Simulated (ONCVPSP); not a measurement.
**Cutoff test, Ag (Z = 47), ONCV**

Ag (Z = 47), optimised norm-conserving Vanderbilt (ONCV), made with ONCVPSP 4.0.1 (PBEsol, scalar-relativistic). Core [Ar] 3d10, reference 4s2 4p6 4d10 5s0.75 5p0.25. Waves: 4s+5s: rc 1.25 bohr, ncon 4, nbas 8, qcut 7.7 1/bohr, 2 projectors; 4p+5p: rc 1.40 bohr, ncon 4, nbas 8, qcut 8.8 1/bohr, 2 projectors; 4d: rc 1.40 bohr, ncon 4, nbas 8, qcut 12.4 1/bohr, 2 projectors, debl 1.1 Ha. Local part: polynomial inside 0.85 bohr (lpopt 2, dvloc0 6 Ha). Core correction: none.

**Question.** For each optimised wave give the share of its norm inside rc, the residual kinetic energy above qcut (Ha) and the cutoffs (Ha) for errors of 10, 1, 0.1 and 0.01 mHa per electron.

**Answer.**

```tsv
wave	norm inside rc	residual KE	10 mHa	1 mHa	0.1 mHa	0.01 mHa
4s	0.865	7.0e-04	22.3	28.6	99.2	122.4
5s	0.032	1.7e-04	16.7	24.8	31.6	77.8
4p	0.868	9.9e-06	14.1	18.6	32.2	39.5
5p	0.011	1.2e-06	8.4	12.8	17.3	32.5
4d	0.584	1.0e-08	27.9	37.6	46.5	55.0
d projector 2	0.114	2.3e-09	23.9	34.0	43.6	52.6
```

The occupied waves need 38 Ha and 99 Ha for 1 and 0.1 mHa. 1 of 4 tests not solved or not reliable.
